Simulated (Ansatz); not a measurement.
Gas-phase electronic energies from Ansatz, PBE0-D4/def2-TZVP geometries. CCSD(T)/CBS adds triple-zeta CCSD(T) − MP2 to the extrapolated MP2 energy (def2 sets, frozen cores). This one scheme is used for every species. DFT in def2-TZVPP. Open shells (•) are unrestricted, without spin–orbit coupling. Elements past krypton have def2 core potentials. For In outer-core shells are correlated without core-valence functions, which leaves a few kJ/mol of doubt a bond.

Consider the hydrogen abstraction from the In–H bond: `[NH2][InH2]` + `[CH3]`• → `[NH2][InH]`• + CH₄.

`[NH2][InH2]`:

Z-matrix (Å, degrees):
```
N
In 1 2.007
H 1 1.006 2 124.3
H 1 1.006 2 124.3 3 -179.6
H 2 1.712 1 115.0 3 -0.2
H 2 1.712 1 115.0 3 179.8
```

`[CH3]`•:

```xyz
4

C     0.000    0.000    0.000
H     0.839   -0.327   -0.596
H     0.164    0.614    0.873
H    -1.004   -0.287   -0.277
```

`[NH2][InH]`•:

Cartesian coordinates in Å:
```
N 0.691 0.278 -0.369
In -1.304 0.130 0.012
H 1.341 -0.351 0.083
H 1.025 0.509 -1.293
H -1.753 -0.566 1.567
```

CH₄:

```xyz
5

C     0.000    0.000    0.000
H     0.169   -1.059   -0.194
H    -0.368    0.129    1.017
H    -0.737    0.385   -0.705
H     0.936    0.545   -0.119
```

CCSD(T)/CBS gives -35.3 kcal/mol.

Another level gave -36.9 kcal/mol. Which?
A. B2PLYP/def2-TZVPP
B. LC-ωPBE/def2-TZVPP
C. r2SCAN0-D4/def2-TZVPP
D. revPBE-D4/def2-TZVPP

A. B2PLYP -36.9, r2SCAN0-D4 -34.5, LC-ωPBE -33.4, revPBE-D4 -38.8 kcal/mol.

Largest T1 diagnostic among the species: 0.019.

At CCSD(T), def2-SVP lies −1.3 kcal/mol from the extrapolated value and def2-TZVPP +0.2 kcal/mol. In def2-TZVPP, CCSD(T) changes the Hartree–Fock value by −6.1 kcal/mol (the triples alone add −0.8 kcal/mol) and MP2 by −7.9 kcal/mol.
